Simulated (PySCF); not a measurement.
silicon monoxide (OSi), singlet, at a GFN2-xTB geometry; SVWN5/6-31G, polarisability run with PySCF.

Here is a job for PySCF.
```python
from pyscf import gto, scf, dft
from pyscf.prop import polarizability

mol = gto.Mole()
mol.atom = '''
    Si   -0.000000   -0.000000   -0.548582
    O     0.000000    0.000000    0.960019
'''
mol.basis = '6-31g'
mol.charge = 0
mol.spin = 0
mol.verbose = 4
mol.build()

mf = dft.RKS(mol)
mf.xc = 'lda,vwn'
mf.kernel()
alpha = mf.Polarizability().polarizability()[2, 2]
print('alpha_zz =', alpha)
```

Write the output that PySCF gives for this input, abridged.


```
site-packages/pyscf/prop/efg/rhf.py:45: UserWarning: Module EFG is under testing
  warnings.warn('Module EFG is under testing')
site-packages/pyscf/prop/efg/dhf.py:30: UserWarning: Module EFG is under testing
  warnings.warn('Module EFG is under testing')
site-packages/pyscf/prop/zfs/uhf.py:40: UserWarning: Module ZFS is under testing
  warnings.warn('Module ZFS is under testing')
site-packages/pyscf/prop/gtensor/uhf.py:43: UserWarning: Module g-tensor is under testing
  warnings.warn('Module g-tensor is under testing')
site-packages/pyscf/prop/gtensor/uks.py:41: UserWarning: Module g-tensor is under testing
  warnings.warn('Module g-tensor is under testing')
site-packages/pyscf/prop/hfc/uks.py:35: UserWarning: Module HFC is under testing
  warnings.warn('Module HFC is under testing')
site-packages/pyscf/prop/magnetizability/rhf.py:39: UserWarning: Module magnetizability is under testing
  warnings.warn('Module magnetizability is under testing')
site-packages/pyscf/prop/magnetizability/uhf.py:37: UserWarning: Module magnetizability is under testing
  warnings.warn('Module magnetizability is under testing')
site-packages/pyscf/prop/magnetizability/rks.py:37: UserWarning: Module magnetizability is under testing
  warnings.warn('Module magnetizability is under testing')
site-packages/pyscf/prop/magnetizability/uks.py:39: UserWarning: Module magnetizability is under testing
  warnings.warn('Module magnetizability is under testing')
site-packages/pyscf/prop/polarizability/uhf.py:34: UserWarning: Module polarizability is under testing
  warnings.warn('Module polarizability is under testing')
site-packages/pyscf/prop/polarizability/rks.py:29: UserWarning: Module polarizability is under testing
  warnings.warn('Module polarizability is under testing')
site-packages/pyscf/prop/polarizability/uks.py:29: UserWarning: Module polarizability is under testing
  warnings.warn('Module polarizability is under testing')
PySCF version 2.14.0

[INPUT] verbose = 4
[INPUT] num. atoms = 2
[INPUT] num. electrons = 22
[INPUT] charge = 0
[INPUT] spin (= nelec alpha-beta = 2S) = 0
[INPUT] symmetry False subgroup None
[INPUT] Mole.unit = angstrom
[INPUT] Symbol           X                Y                Z      unit          X                Y                Z       unit  Magmom
[INPUT]  1 Si     0.000000000000   0.000000000000  -0.548582000000 AA    0.000000000000   0.000000000000  -1.036669736866 Bohr   0.0
[INPUT]  2 O      0.000000000000   0.000000000000   0.960019000000 AA    0.000000000000   0.000000000000   1.814172984379 Bohr   0.0

nuclear repulsion = 39.2866288853315
number of shells = 12
number of NR pGTOs = 68
number of NR cGTOs = 22
basis = 6-31g
ecp = {}

******** <class 'pyscf.dft.rks.RKS'> ********
method = RKS
initial guess = minao
damping factor = 0
level_shift factor = 0
DIIS = <class 'pyscf.scf.diis.CDIIS'>
diis_start_cycle = 1
diis_space = 8
diis_damp = 0
SCF conv_tol = 1e-09
SCF conv_tol_grad = None
SCF max_cycles = 50
direct_scf = True
direct_scf_tol = 1e-13
XC library pyscf.dft.libxc version 7.1.2
    S. Lehtola, C. Steigemann, M. J. T. Oliveira, and M. A. L. Marques,  SoftwareX 7, 1–5 (2018)
XC functionals = lda,vwn
    P. A. M. Dirac,  Math. Proc. Cambridge Philos. Soc. 26, 376 (1930)
    F. Bloch,  Z. Phys. 57, 545 (1929)
    S. H. Vosko, L. Wilk, and M. Nusair,  Can. J. Phys. 58, 1200 (1980)
radial grids:
    Treutler-Ahlrichs [JCP 102, 346 (1995); DOI:10.1063/1.469408] (M4) radial grids

becke partition: Becke, JCP 88, 2547 (1988); DOI:10.1063/1.454033
pruning grids: <function nwchem_prune>
grids dens level: 3
symmetrized grids: False
atomic radii adjust function: <function treutler_atomic_radii_adjust>
small_rho_cutoff = 0
Set gradient conv threshold to 3.16228e-05
Initial guess from minao.
tot grids = 33264
init E= -363.063486384071
  HOMO = -0.298751033785716  LUMO = -0.107031575393357  gap/eV = 5.21695
cycle= 1 E= -362.651618025159  delta_E= 0.412  |g|= 1.11  |ddm|=  1.6
  HOMO = -0.0176017769356878  LUMO = 0.0862629201240381  gap/eV = 2.82630
cycle= 2 E= -358.281958228683  delta_E= 4.37  |g|= 3.28  |ddm|= 4.86
  HOMO = -0.2673369360674  LUMO = -0.0931728470538713  gap/eV = 4.73925
cycle= 3 E= -362.901620657193  delta_E= -4.62  |g|= 0.418  |ddm|= 4.56
  HOMO = -0.287831808103041  LUMO = -0.111405508428959  gap/eV = 4.80080
cycle= 4 E= -362.956767373572  delta_E= -0.0551  |g|= 0.0696  |ddm|= 0.596
  HOMO = -0.272185183776051  LUMO = -0.100805758019987  gap/eV = 4.66347
cycle= 5 E= -362.957619068365  delta_E= -0.000852  |g|= 0.0576  |ddm|= 0.184
  HOMO = -0.274629553000438  LUMO = -0.103252526442568  gap/eV = 4.66341
cycle= 6 E= -362.958137677396  delta_E= -0.000519  |g|= 0.0355  |ddm|= 0.0283
  HOMO = -0.273627853842029  LUMO = -0.102632991452814  gap/eV = 4.65301
cycle= 7 E= -362.958435679372  delta_E= -0.000298  |g|= 0.00362  |ddm|= 0.0232
  HOMO = -0.273564620603658  LUMO = -0.102708061560432  gap/eV = 4.64924
cycle= 8 E= -362.958439064327  delta_E= -3.38e-06  |g|= 0.000675  |ddm|= 0.00386
  HOMO = -0.273598813296576  LUMO = -0.102718602817382  gap/eV = 4.64989
cycle= 9 E= -362.95843917274  delta_E= -1.08e-07  |g|= 3.26e-05  |ddm|= 0.000546
  HOMO = -0.273599377439299  LUMO = -0.102719704679303  gap/eV = 4.64987
cycle= 10 E= -362.958439173  delta_E= -2.6e-10  |g|= 8.18e-07  |ddm|= 2.58e-05
  HOMO = -0.273599439975923  LUMO = -0.102719682547585  gap/eV = 4.64988
Extra cycle  E= -362.958439172997  delta_E= 3.41e-12  |g|= 3.86e-06  |ddm|= 3.21e-06
converged SCF energy = -362.958439172997
Isotropic polarizability 23.0901593365
Polarizability anisotropy 9.04666226862
alpha_zz = 29.121267515613766
```
